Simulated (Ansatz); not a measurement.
CH3Cl3NNb (`C[N]=[Nb]([Cl])([Cl])[Cl]`) from Hartree–Fock to CCSD(T)

Cartesian coordinates in Å:
```
C 1.6241 0.0403 0.2170
N 0.2192 0.0075 0.0294
Nb -1.4882 -0.0362 -0.1989
Cl -1.8346 -1.0682 -2.2133
Cl -2.1882 2.1440 -0.1955
Cl -2.3346 -1.2344 1.5592
H 2.0273 -0.9763 0.2464
H 2.1046 0.5827 -0.6026
H 1.8704 0.5407 1.1583
```

The species carries charge 0 and has multiplicity 1. Correlated methods include outer-core shells of Nb, which these sets cover unevenly. Nb takes the def2 core potential. The geometry is a stationary point of PBE0-D4/def2-TZVP. Frozen core, restricted reference, the Gaussian-basis code of Ansatz.

| basis | HF (Eh) | MP2 corr. |
| --- | --- | --- |
| def2-SVP | -1528.63349 | -1.06027 |
| def2-TZVPP | -1529.23251 | -1.43541 |
| def2-QZVPP | -1529.27973 | -1.56461 |

**Question.** Estimate the CCSD correlation energy and the (T) correction in each basis where they were run (hartree).

**Answer.** 
| basis | CCSD corr. | (T) |
| --- | --- | --- |
| def2-SVP | -1.06694 | -0.04643 |
| def2-TZVPP | -1.44146 | -0.08003 |
